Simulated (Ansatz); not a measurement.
Program: Ansatz. Geometries: PBE0-D4/def2-TZVP. ΔE: electronic, gas phase. CCSD(T)/CBS is the MP2 limit (def2-TZVPP, def2-QZVPP) plus CCSD(T) − MP2 in def2-TZVPP, frozen cores. This one scheme is used for every species. DFT in def2-TZVPP. B3LYP here is the variant with VWN-RPA as its local correlation; programs differ in this. For Br outer-core shells are correlated without core-valence functions, which leaves a few kJ/mol of doubt a bond. Scalar relativity is left out up to krypton. Each species was taken in one conformer, which may not be the lowest.

Consider the ligand exchange at a B–S bond: `NB(S)Br` + HCl → `NB(Cl)Br` + H₂S.

```json
{"level": "PBE-D4", "ΔE (kJ/mol)": "-17.8", "difference from CCSD(T)/CBS": "1.4"}
{"level": "r2SCAN-D4", "ΔE (kJ/mol)": "-20.0", "difference from CCSD(T)/CBS": "-0.8"}
{"level": "ωB97X-V", "ΔE (kJ/mol)": "-21.2", "difference from CCSD(T)/CBS": "-2.0"}
{"level": "ωB97M-V", "ΔE (kJ/mol)": "-22.2", "difference from CCSD(T)/CBS": "-3.0"}
{"level": "PBE", "ΔE (kJ/mol)": "-19.5", "difference from CCSD(T)/CBS": "-0.3"}
{"level": "r2SCAN", "ΔE (kJ/mol)": "-20.4", "difference from CCSD(T)/CBS": "-1.2"}
{"level": "PBE0", "ΔE (kJ/mol)": "-19.7", "difference from CCSD(T)/CBS": "-0.5"}
{"level": "B3LYP", "ΔE (kJ/mol)": "-23.6", "difference from CCSD(T)/CBS": "-4.4"}
{"level": "HF/def2-TZVPP", "ΔE (kJ/mol)": "-27.2", "difference from CCSD(T)/CBS": "-8.0"}
{"level": "MP2/def2-TZVPP", "ΔE (kJ/mol)": "-19.2", "difference from CCSD(T)/CBS": "0.0"}
{"level": "SCS-MP2/def2-TZVPP", "ΔE (kJ/mol)": "-21.0", "difference from CCSD(T)/CBS": "-1.8"}
{"level": "CCSD/def2-TZVPP", "ΔE (kJ/mol)": "-20.9", "difference from CCSD(T)/CBS": "-1.7"}
{"level": "MP2/def2-QZVPP", "ΔE (kJ/mol)": "-19.0", "difference from CCSD(T)/CBS": "0.2"}
{"level": "HF/CBS(def2)", "ΔE (kJ/mol)": "-27.6", "difference from CCSD(T)/CBS": "-8.4"}
{"level": "MP2/CBS(def2)", "ΔE (kJ/mol)": "-18.7", "difference from CCSD(T)/CBS": "0.5"}
{"level": "CCSD/CBS(def2)", "ΔE (kJ/mol)": "-20.4", "difference from CCSD(T)/CBS": "-1.2"}
{"level": "CCSD(T)/CBS", "ΔE (kJ/mol)": "-19.2", "difference from CCSD(T)/CBS": "0"}
```

Largest T1 diagnostic among the species: 0.010.

In def2-TZVPP, CCSD(T) changes the Hartree–Fock value by +7.5 kJ/mol (the triples alone add +1.2 kJ/mol) and MP2 by +8.0 kJ/mol.
